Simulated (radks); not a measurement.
Results of a calculation; reference values are marked as such.
Ionisation of neutral tin, [Kr] 4d10 5s2 5p2, to Sn+, [Kr] 4d10 5s2 5p1, under several functionals. Dirac Kohn-Sham, spin-unpolarised, spherical densities, finite nucleus; open shells fill j = l - 1/2 first; a radial shooting solver on a logarithmic mesh with Libxc functionals.

| functional | E(Sn) (hartree) | Exc (hartree) | IE (eV) | -e(HOMO) (eV) | <r> HOMO (bohr) | IE error (eV) |
|---|---|---|---|---|---|---|
| XLYP | -6180.04126 | -166.41851 | 7.049 | 3.754 | 3.193 | -0.294 |
| HCTH/407 | -6182.79206 | -169.36984 | 7.173 | 3.924 | 3.199 | -0.171 |
| PBE | -6178.86155 | -165.23237 | 7.095 | 3.831 | 3.170 | -0.249 |
| RPBE | -6179.18880 | -165.56513 | 7.020 | 3.777 | 3.187 | -0.324 |
| exchange-only PBE | -6176.22029 | -162.54272 | 6.385 | 3.174 | 3.287 | -0.959 |
| BLYP | -6179.49159 | -165.86219 | 7.025 | 3.729 | 3.184 | -0.319 |

NIST Atomic Spectra Database: 7.344 eV (measured). Closest: HCTH/407. The Delta-SCF values span 0.79 eV, the total energies 6.57 hartree. The highest occupied level is 5p1/2. Spin polarisation and multiplet splitting are left out, so open shells lie too high by an amount that depends on their filling.

Beside tabulated values, note that spin-unpolarised runs miss the spin-polarisation part of the exchange energy of open shells.
